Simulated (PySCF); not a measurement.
**Electric field gradients and quadrupole coupling constants**

Species: C3H12SSi3.
Structure used (GFN2-xTB), in Å, numbered top down from 1:
```xyz
19
C3H12SSi3 angstrom
C     -1.728    1.240    0.501
C     -2.018    0.069   -0.050
C     -3.235   -0.118   -0.903
Si    -0.962   -1.471    0.215
S      0.935   -0.985    1.087
Si     2.011    0.045   -0.483
Si     4.110    0.520    0.347
H     -2.347    2.114    0.358
H     -0.858    1.375    1.123
H     -3.798    0.808   -1.000
H     -2.950   -0.462   -1.897
H     -3.883   -0.879   -0.468
H     -1.547   -2.381    1.192
H     -0.711   -2.137   -1.064
H      1.180    1.194   -0.853
H      1.964   -0.858   -1.637
H      4.882   -0.680    0.672
H      4.085    1.361    1.545
H      4.861    1.255   -0.677
```

Field gradients from the PBE0/pcSseg-1 density (PySCF, non-relativistic), principal values in atomic units, ordered |Vxx| ≤ |Vyy| ≤ |Vzz|:

```json
{"atom": "S5", "Vxx": "0.1474", "Vyy": "1.4588", "Vzz": "-1.6061"}
```

Question: Find the asymmetry η = (Vxx − Vyy)/Vzz and the couplings χ = eQV/h (234.96 MHz × Q in barn × V in au), with Q(33S) = −0.0678 b.

Answer: 
```tsv
atom	environment	nucleus	η	χzz (MHz)	χxx (MHz)	χyy (MHz)
S5	sulfur bonded to 2 Si	33S	0.82	25.59	-2.35	-23.24
```

The tensor is traceless: Vxx + Vyy + Vzz = 0.

Question: What is Vzz at S5 in SI units (1 au = 9.71736 × 10²¹ V/m²)?

Answer: -1.6061 au = -15.607 × 10²¹ V/m².

Question: And the gradient at the other heavy atoms, for which no coupling is worked out here?

Answer: 
```json
{"atom": "C1", "environment": "terminal =CH2 carbon", "Vzz (au)": "0.340", "η": "0.36"}
{"atom": "C2", "environment": "fully substituted alkene carbon", "Vzz (au)": "0.327", "η": "0.55"}
{"atom": "C3", "environment": "allylic carbon", "Vzz (au)": "0.064", "η": "0.49"}
{"atom": "Si4", "environment": "SiH2 silicon", "Vzz (au)": "0.607", "η": "0.19"}
{"atom": "Si6", "environment": "SiH2 silicon", "Vzz (au)": "0.622", "η": "0.07"}
{"atom": "Si7", "environment": "SiH3 silicon", "Vzz (au)": "0.099", "η": "0.24"}
```

Question: What couplings would deuterons (Q(2H) = 0.00286 b) have in place of the hydrogens, at this geometry?

Answer: 
```csv
atom,bonded to,bond length (Å),Vzz (au),η,χzz (kHz)
H8,C1,1.080,0.3305,0.05,222
H9,C1,1.078,0.3294,0.05,221
H10,C3,1.088,0.3129,0.03,210
H11,C3,1.089,0.3110,0.03,209
H12,C3,1.089,0.3109,0.03,209
H13,Si4,1.457,0.1665,0.03,112
H14,Si4,1.463,0.1619,0.02,109
H15,Si6,1.465,0.1612,0.02,108
H16,Si6,1.466,0.1613,0.03,108
H17,Si7,1.464,0.1638,0.01,110
H18,Si7,1.464,0.1640,0.01,110
H19,Si7,1.467,0.1617,0.01,109
```

The structure is a single GFN2-xTB conformer in the gas phase; no vibrational or solvent corrections. GFN2-xTB bond lengths can be off by several hundredths of an ångström, more for odd bonds, and the gradients follow them. With a basis this small, the couplings can be 20 % off.
